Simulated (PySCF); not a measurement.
Isomers of C6H12Ge.

All values: wB97X-D/def2-SVPD (PySCF) at PBE0-D3(BJ)/def2-SVP geometries, gas phase, one conformer each. Core orbitals are frozen in the response; Δα² is half the sum of the squared differences of the principal polarisabilities. The calculation is non-relativistic, for germanium too.

(1) Rank by polarisability anisotropy Δα, lowest first.
A. `[CH2:1]=[C:2]([CH3:3])[C@@H:4]1[CH2:5][C@@H:6]1[GeH3:7]` with C1–C2–C4–C5 -13°
B. `[CH2:1]1[CH2:2][C@H:3]([CH:4]2[CH2:5][CH2:6]2)[GeH2:7]1` with C2–C3–C4–C5 -151°, Ge7–C1–C2–C3 19°, C1–C2–C3–C4 101°, C3–C4–C5–C6 113°, C2–C3–Ge7–C1 15°
C. `[CH2:1]=[C:2]([CH2:3][GeH3:4])[CH:5]1[CH2:6][CH2:7]1` with C1–C2–C3–Ge4 -112°, C1–C2–C5–C6 83°
D. `[CH3:1][CH:2]([CH3:3])[CH2:4][C:5]#[C:6][GeH3:7]` with C1–C2–C4–C5 63°

(2) Rank by HOMO–LUMO gap, highest first.
A. `[CH2:1]1[CH2:2][C@H:3]([CH:4]2[CH2:5][CH2:6]2)[GeH2:7]1` with C2–C3–C4–C5 -151°, Ge7–C1–C2–C3 19°, C1–C2–C3–C4 101°, C3–C4–C5–C6 113°, C2–C3–Ge7–C1 15°
B. `[CH2:1]=[C:2]([CH2:3][GeH3:4])[CH:5]1[CH2:6][CH2:7]1` with C1–C2–C3–Ge4 -112°, C1–C2–C5–C6 83°
C. `[CH2:1]=[C:2]([CH3:3])[C@@H:4]1[CH2:5][C@@H:6]1[GeH3:7]` with C1–C2–C4–C5 -13°

## Answers

(1) A (1.46 Å³), B (2.20 Å³), C (4.07 Å³), D (6.35 Å³).

(2) A (11.14 eV), C (10.70 eV), B (10.34 eV).

All values together:

```json
{"SMILES": "CC(C)CC#[C][GeH3]", "μ (D)": "1.13", "HOMO (eV)": "-9.37", "LUMO (eV)": "1.80", "α (Å³)": "15.45", "Δα (Å³)": "6.35", "ΔSCF removal energy (eV)": "–"}
{"SMILES": "C=C([CH2][GeH3])C1CC1", "μ (D)": "0.59", "HOMO (eV)": "-8.59", "LUMO (eV)": "1.75", "α (Å³)": "15.08", "Δα (Å³)": "4.07", "ΔSCF removal energy (eV)": "–"}
{"SMILES": "[CH2]1C[C@H](C2CC2)[GeH2]1", "μ (D)": "0.44", "HOMO (eV)": "-9.22", "LUMO (eV)": "1.92", "α (Å³)": "14.30", "Δα (Å³)": "2.20", "ΔSCF removal energy (eV)": "9.29"}
{"SMILES": "C=C(C)[C@@H]1C[C@@H]1[GeH3]", "μ (D)": "0.96", "HOMO (eV)": "-8.85", "LUMO (eV)": "1.85", "α (Å³)": "14.86", "Δα (Å³)": "1.46", "ΔSCF removal energy (eV)": "–"}
```

Conformers: `[CH3:1][CH:2]([CH3:3])[CH2:4][C:5]#[C:6][GeH3:7]` with C1–C2–C4–C5 63°; `[CH2:1]=[C:2]([CH2:3][GeH3:4])[CH:5]1[CH2:6][CH2:7]1` with C1–C2–C3–Ge4 -112°, C1–C2–C5–C6 83°; `[CH2:1]1[CH2:2][C@H:3]([CH:4]2[CH2:5][CH2:6]2)[GeH2:7]1` with C2–C3–C4–C5 -151°, Ge7–C1–C2–C3 19°, C1–C2–C3–C4 101°, C3–C4–C5–C6 113°, C2–C3–Ge7–C1 15°; `[CH2:1]=[C:2]([CH3:3])[C@@H:4]1[CH2:5][C@@H:6]1[GeH3:7]` with C1–C2–C4–C5 -13°.

A dash marks a removal energy that wasn't run or isn't settled.
